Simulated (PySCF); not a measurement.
B3LYP has the VWN-RPA correlation part, as in Gaussian. 

Cartesian coordinates (Å):
```xyz
3

F     -1.6000    -0.3950     0.0000
Ga    -0.1890     0.6537     0.0000
Cl     1.7544    -0.2830     0.0000
```
Charge 0, spin multiplicity 2.

Problem. What is the computed highest occupied spin orbital, total energy and dipole moment (PySCF with B3LYP-D3(BJ)/def2-TZVP // PBE0-D4/def2-TZVP)?

Solution. 
```json
{
 "highest_occupied_spin_orbital": "-7.15 eV",
 "total_energy": "-2485.0905 Ha",
 "dipole_moment": "2.10 D"
}
```
